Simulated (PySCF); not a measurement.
Correlation energy of As (arsenic, neutral)

[Ar] 3d10 4s2 4p3, high-spin 4S determinant. Calculation: PySCF 2.14, in x2c-QZVPPall (11s8p5d4f1g, 97 functions); the spin-free X2C one-electron Hamiltonian (Gaussian nucleus). Frozen: [Ar] 3d10; 5 electrons correlated.

```csv
level,correlation energy (mhartree)
CCSD,-88.84
(T),-3.29
CCSD(T),-92.13
```

Diagnostics: T1 = 0.0038, D1 = 0.0089, largest double amplitude 0.049.

Cost of the coupled-cluster step: roughly 21 core-seconds, for 5 correlated electrons.

Iterations:

```
CC2 = 0
CCSD nocc = (np.int64(4), np.int64(1)), nmo = (83, 83)
frozen orbitals [[0, 1, 2, 3, 4, 5, 6, 7, 8, 9, 10, 11, 12, 13], [0, 1, 2, 3, 4, 5, 6, 7, 8, 9, 10, 11, 12, 13]]
max_cycle = 100
direct = 0
conv_tol = 1e-08
conv_tol_normt = 1e-06
diis_space = 8
diis_start_cycle = 0
Init t2, MP2 energy = -0.076577126019
Init E_corr(UCCSD) = -0.0765771260192761
cycle = 1  E_corr(UCCSD) = -0.0861724987895165  dE = -0.00959537277  norm(t1,t2) = 0.0350761
cycle = 2  E_corr(UCCSD) = -0.0881023136522123  dE = -0.00192981486  norm(t1,t2) = 0.00971692
cycle = 3  E_corr(UCCSD) = -0.0888476097689206  dE = -0.000745296117  norm(t1,t2) = 0.00339504
cycle = 4  E_corr(UCCSD) = -0.0888369622870277  dE = 1.06474819e-05  norm(t1,t2) = 0.000469602
cycle = 5  E_corr(UCCSD) = -0.0888363714000263  dE = 5.90887001e-07  norm(t1,t2) = 5.2486e-05
cycle = 6  E_corr(UCCSD) = -0.0888364236509355  dE = -5.22509092e-08  norm(t1,t2) = 1.17986e-05
cycle = 7  E_corr(UCCSD) = -0.0888364493527416  dE = -2.57018061e-08  norm(t1,t2) = 4.05429e-06
cycle = 8  E_corr(UCCSD) = -0.0888364525395303  dE = -3.18678874e-09  norm(t1,t2) = 6.77906e-07
UCCSD converged
E(UCCSD) = -2259.175930288546  E_corr = -0.08883645253953033
UCCSD(T) correction = -0.00329143311244474
```
